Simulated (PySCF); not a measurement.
**Two-component Hartree-Fock for Pm(26+) (promethium, charge +26)**

Start: [Ar] 3d10 4s2 4p5; 4p1/2 filled at m_j = +1/2; 4p3/2 filled at m_j = -3/2, -1/2, +1/2, +3/2. Calculated with PySCF 2.14 in an even-tempered Gaussian basis (17 s from 2.1 bohr⁻², ratio 2.8; 14 p from 2.7 bohr⁻², ratio 2.8; 9 d from 4.8 bohr⁻², ratio 2.8; 4 f from 15 bohr⁻², ratio 3): generalised Hartree-Fock with the X2C-1e Hamiltonian and a Gaussian nucleus; one run each with spin-orbit coupling (SO) screened by Boettger's factors, then bare. This is a chosen level, not necessarily the ground level.

```
spinor shell  electrons  ε, screened SO (eV)  ε, bare SO (eV)  weight of nominal j (bare SO)  rms radius, bare SO (bohr)
       1s1/2          2             -46261.3         -46260.8                          1.000                      0.0264
       2s1/2          2              -8350.8          -8350.7                          1.000                       0.107
       2p1/2          2              -7939.3          -7954.4                          1.000                      0.0917
       2p3/2          4              -7375.3          -7369.7                          1.000                      0.0979
       3s1/2          2              -2501.2          -2501.2                          1.000                       0.275
       3p1/2          2              -2323.9          -2327.0                          1.000                       0.266
       3p3/2          4              -2206.5          -2205.4                          1.000                       0.278
       3d3/2          4              -1905.4          -1908.5                          1.000                       0.249
       3d5/2          6              -1880.3          -1878.3                          1.000                       0.253
       4s1/2          2              -1063.7          -1063.7                          1.000                       0.583
       4p1/2          1              -991.32          -992.23                          1.000                       0.591
       4p3/2          4              -954.45          -954.12                          1.000                       0.616
```

```json
{"quantity": "E (hartree)", "screened SO": "-9697.05808", "bare SO": "-9697.43910"}
{"quantity": "M_J", "screened SO": "1/2", "bare SO": "1/2"}
{"quantity": "⟨J²⟩", "screened SO": "0.752", "bare SO": "0.752"}
{"quantity": "⟨L²⟩", "screened SO": "2.033", "bare SO": "2.036"}
{"quantity": "⟨S²⟩", "screened SO": "0.779", "bare SO": "0.782"}
```

Each row is a mean over spinors that exchange with the open shell spreads, by up to 4.823 eV (3p1/2).

Breit and QED terms are absent; they matter most for the inner s and p1/2 levels.

Densities and radii are taken from the X2C orbitals without a picture-change correction, which distorts them close to the nucleus.
